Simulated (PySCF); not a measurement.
C₂H₁₃NOSi₃.
Cartesian coordinates in Å at the PBE0-D3(BJ)/def2-SVP level; atoms count from 1:
```xyz
20
C2H13NOSi3 angstrom
C     -2.9578    0.5403    0.0849
N     -2.3463   -0.3333   -0.8884
Si    -1.4526   -1.7666   -0.4784
C      0.1159   -1.2560    0.4190
Si     0.8507    0.2859   -0.3486
O      2.3928    0.5393    0.2322
Si     4.0081    0.2923   -0.0060
H     -2.3303    0.5960    0.9891
H     -3.9666    0.2192    0.4108
H     -3.0409    1.5713   -0.2976
H     -2.8108   -0.3271   -1.7895
H     -1.1197   -2.4200   -1.7805
H     -2.2172   -2.7530    0.3600
H      0.8487   -2.0797    0.3598
H     -0.0743   -1.0761    1.4905
H      0.0541    1.4934    0.0056
H      0.9208    0.1341   -1.8356
H      4.4366    0.8356   -1.3317
H      4.3325   -1.1678    0.0352
H      4.7625    0.9865    1.0763
```

Jobs on this species (20 atoms, 82 electrons) with PySCF (density fitting). Hardware of each: one thread of an Arm Neoverse V2 (shared host). Other jobs ran on the host; a repeat could differ by tens of per cent or more.

Task: Rank these jobs by wall time, shortest first.
A. BHandHLYP/aug-pcX-1 (pcseg-1 on H, def2-SVPD on Si); K-edge TDA, 28 lines; 269 basis functions
B. CAM-B3LYP/def2-SVPD, IEF-PCM chloroform; 6 singlets by full TDDFT, polarisability; 259 basis functions
C. PBE0-D3(BJ)/def2-SVP, grid level 1; geometry optimisation from a GFN2-xTB start; 175 basis functions

Result: A (35 s), B (63 s), C (3.8 min).

All jobs:

| level and settings | work | basis functions | SCF cycles | wall time |
| --- | --- | --- | --- | --- |
| PBE0/pcSseg-1, IEF-PCM cyclohexane | shieldings | 205 | 13 | 31 s |
| PBE0/pcSseg-1, IEF-PCM chloroform | shieldings, charges and field gradients | 205 | 13 | 32 s |
| BHandHLYP/aug-pcX-1 (pcseg-1 on H, def2-SVPD on Si) | K-edge TDA, 28 lines | 269 | 12 | 35 s |
| CAM-B3LYP/def2-SVPD, IEF-PCM chloroform | 6 singlets by full TDDFT, polarisability | 259 | 13 | 63 s |
| CAM-B3LYP/def2-SVPD, IEF-PCM cyclohexane | 6 singlets by full TDDFT, polarisability | 259 | 13 | 63 s |
| CAM-B3LYP/def2-SVPD | 6 singlets by full TDDFT, polarisability, dynamic polarisability | 259 | 13 | 72 s |
| PBE0-D3(BJ)/def2-SVP, grid level 1 | geometry optimisation from a GFN2-xTB start | 175 | 104 | 3.8 min |

Task: What do all jobs in the table cost together?

Result: About 8.7 min; the longest takes about 44 % of that, and about 7.4 times as long as the shortest.
